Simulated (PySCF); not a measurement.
**Adding and removing an electron: RbAs**

PBE0; Rb def2-SVP with ECP28, As def2-SVP; scalar-relativistic core potentials (PySCF 2.14). Neutral (UKS): triplet (π ↑↑), Re = 3.285 Å, ωe = 132 cm⁻¹, De = 1.14 eV, HOMO -3.48 eV, LUMO -1.37 eV.

RbAs⁺ (UKS): quartet (σ ↑, π ↑↑), Re = 3.841 Å, ωe = 46.9 cm⁻¹, De = 0.14 eV to Rb⁺ + As. The energies at the minima are -2259.38758 hartree for RbAs and -2259.19648 for RbAs⁺.

(1) Work out the adiabatic ionisation energy, without and with harmonic zero-point energies (1 hartree = 27.2114 eV, 1 eV = 8065.5 cm⁻¹), and the change of the bond length.

Weak bonds: RbAs⁺. Basis-set superposition, not corrected here, can be much of De in a small basis, most of all at correlated wavefunction levels. Spin–orbit coupling is left out. For an ion De counts to the pair picked by the measured ionisation energies or electron affinities, which need not be the lowest pair at this level. States were picked by a PBE0 search and need not be the measured ground states.

Answers

(1) At PBE0: 0.19110 hartree = 5.200 eV between the minima; the zero-point term (46.9 − 132.0)/2 cm⁻¹ = -0.005 eV makes it 5.195 eV. Re changes by +55.6 pm against the neutral. The electron leaves a σ orbital, and the ion is left as a loose complex of an ion and an atom.
